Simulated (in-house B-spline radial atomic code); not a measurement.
**Ionising Pd IV (Pd3+) with different functionals**

Computed with a radial B-spline atomic code at the basis-set limit: scalar-relativistic (spin-free X2C) Hamiltonian, Fermi nucleus of rms radius 4.5318 fm, spin-polarised at highest spin, spherical fractional occupations for the functionals, and exact exchange of hybrids averaged over the configuration. The ionisation energy is the difference of two self-consistent energies, [Kr] 4d7 → [Kr] 4d6, without Breit or QED terms; ε is the level of the shell that loses the electron (its least bound occupied spin orbital). There is no spin-orbit coupling in this Hamiltonian.

| method | rung | ΔSCF (eV) | -ε(4d) (eV) |
| --- | --- | --- | --- |
| PBE0 | global hybrid | ? | ? |
| B3LYP | global hybrid | 47.66 | 42.01 |
| TPSSh | global hybrid | 47.39 | 40.91 |
| BHandHLYP | global hybrid | ? | ? |
| r2SCAN0 | global hybrid | 47.16 | 42.09 |
| B97-1 | global hybrid | 47.66 | 42.06 |
| HSE06 | range-separated hybrid | 47.45 | 41.85 |
| wB97X | range-separated hybrid | 47.50 | 44.95 |
| CAM-B3LYP | range-separated hybrid | 47.61 | 43.91 |
| LC-wPBE | range-separated hybrid | 47.54 | 45.25 |

**Question.** What does PBE0 give?

**Answer.** ΔSCF 47.47 eV, and -ε(4d) = 42.29 eV.

**Question.** What does BHandHLYP give?

**Answer.** ΔSCF 47.26 eV, and -ε(4d) = 44.23 eV.

**Question.** Among the functionals, which spreads more, the ΔSCF values or the orbital energies?

**Answer.** The orbital energies: ΔSCF values span about 0.49 eV and the orbital energies 4.35 eV; here energy differences depend much less on the functional than eigenvalues do.

**Question.** How do they compare with the NIST value?

**Answer.** NIST lists 46 eV ± 1.7 (tabulated theory, ground level to ground level). Errors run from +1.16 to +1.66 eV; all lie within about twice that uncertainty, so the table can't rank the methods.
